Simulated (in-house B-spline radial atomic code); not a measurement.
Atomic self-consistent-field run: neutral indium. Computed with a radial B-spline atomic code at the basis-set limit: scalar-relativistic (X2C) LDA exchange-only, spin-polarised, spherical fractional occupations, Fermi nucleus of rms radius 4.6156 fm.

Command:
```bash
python run_scf.py task.json out
```
Settings (nuclear radius in fm, mass in u):
```
Z                49
configuration    [Kr] 4d10 5s2 5p1
hamiltonian      x2c
method           lda,
spin_polarised   True
nucleus          fermi
rms_radius       4.6156
atomic_mass      114.90388
speed_of_light   137.035999084
```

Output (hartree, bohr):
```
 radial grid: 77 intervals, B-splines of order 8, outer radius 50 bohr

 iter        energy (Eh)    residual
    1       -5869.260841    3.27e-01
    2       -5868.751070    2.14e-01
    3       -5870.478953    3.10e-02
    4       -5870.510891    7.08e-03
    5       -5870.508715    9.53e-03
    6       -5870.512894    1.67e-03
    7       -5870.512989    7.10e-05
    8       -5870.512989    5.20e-06
    9       -5870.512989    1.04e-06
   10       -5870.512989    1.94e-07

 total energy                     -5870.51299
 kinetic                            6170.5276
 electron-nucleus                 -14261.4931
 Hartree                            2371.0762
 exchange-correlation               -150.6238

 orbital      occ     eigenvalue          <r>       <r^2>       <1/r>       r_max
 1s up      1.000     -1016.6964    0.0291745  0.00116187     54.0622     0.01856
 1s down    1.000     -1016.6960    0.0291745  0.00116187     54.0622     0.01856
 2s up      1.000      -152.2179     0.128168   0.0194294     12.2388      0.1087
 2s down    1.000      -152.2179     0.128168   0.0194294     12.2388      0.1087
 2p up      3.000      -136.7922     0.111955   0.0153189     11.4258     0.08665
 2p down    3.000      -136.7921     0.111955   0.0153189     11.4258     0.08665
 3s up      1.000       -28.8224     0.349088    0.139504     4.26744      0.3162
 3s down    1.000       -28.8222     0.349088    0.139504     4.26744      0.3162
 3p up      3.000       -23.7590     0.347419    0.140219     3.99669      0.3092
 3p down    3.000       -23.7588     0.347418    0.140218      3.9967      0.3092
 3d up      5.000       -15.8312     0.324702    0.125345      3.7519       0.258
 3d down    5.000       -15.8311       0.3247    0.125343     3.75191       0.258
 4s up      1.000        -4.3308     0.848206    0.815658     1.65678      0.7696
 4s down    1.000        -4.3306     0.848128    0.815448     1.65685      0.7696
 4p up      3.000        -2.8153     0.922272    0.974854     1.48387      0.8155
 4p down    3.000        -2.8148     0.921953    0.973982     1.48421      0.8155
 4d up      5.000        -0.6392      1.19223     1.71586     1.13292      0.9325
 4d down    5.000        -0.6362      1.18581     1.69259     1.13697      0.9321
 5s up      1.000        -0.2849      2.64358     8.05498     0.48917       2.169
 5s down    1.000        -0.2583      2.59291     7.74161    0.499653        2.14
 5p up      1.000        -0.0823      3.84397     17.5988    0.335129       2.918
```

Run time, properties included: 0.35 s on 1 thread of Arm Neoverse V1, on a shared host.

One-electron X2C: radii and densities carry no picture-change correction, so inner-shell <1/r> comes out high (for 1s by about 2 % at Z = 33, 5 % at 54, 10 % at 75, 30 % at 118) and <r> low.
